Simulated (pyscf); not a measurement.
H₂C⁻–CH(CH₃)–NH₂ -> H₃C–CH(CH₃)–NH⁻ (hydrogen shift; singlet surface; H–N broken, C–H formed). Optimised with ωB97X-D3(BJ)/def2-SVPD in PySCF. Energies in kJ/mol from the reactant's lowest minimum found.

```json
[
 {"level": "ωB97X-D3(BJ)/def2-TZVPD", "barrier": "103.4", "reaction energy": "-48.7"},
 {"level": "PBE/def2-TZVPD", "barrier": "80.2", "reaction energy": "-52.6"},
 {"level": "r²SCAN/def2-TZVPD", "barrier": "?", "reaction energy": "?"},
 {"level": "B3LYP-D3(BJ)/def2-TZVPD", "barrier": "?", "reaction energy": "-51.6"},
 {"level": "M06-2X/def2-TZVPD", "barrier": "101.6", "reaction energy": "-46.7"},
 {"level": "ωB97M-D3(BJ)/def2-TZVPD", "barrier": "103.5", "reaction energy": "-45.0"}
]
```

**Question.** What belongs in the gaps?

**Answer.** 
- r²SCAN/def2-TZVPD, barrier: 89.5
- r²SCAN/def2-TZVPD, reaction energy: -51.8
- B3LYP-D3(BJ)/def2-TZVPD, barrier: 100.1

The functionals in the table span 23.3 kJ/mol in this barrier, from PBE to ωB97M-D3(BJ). One saddle was located; it need not be the lowest between these sides.
